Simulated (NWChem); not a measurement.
Correlation energy of Te (+1)

```
Te
```
Charge +1, spin multiplicity 4.

Everything below was run with NWChem.

Basis set: def2-QZVP. Each correlation energy counts from its own Hartree-Fock reference.

Effective core potentials replace the inner electrons of Te; spin-orbit coupling is left out. The correlated methods keep 4 core orbitals frozen. The stability of the SCF solutions was not checked. Open-shell Hartree-Fock references start from PBE0 orbitals. No row is a measurement; the coupled-cluster row has its own basis-set and correlation limits.

Problem. Order these methods by the correlation energy they give, lowest first: UMP2, SCS-UMP2, CCSD on ROHF, CCSD[T] on ROHF.

Solution. UMP2 (-536.7 mHa), CCSD[T] on ROHF (-508.2 mHa), CCSD on ROHF (-498.7 mHa), SCS-UMP2 (-465.1 mHa)
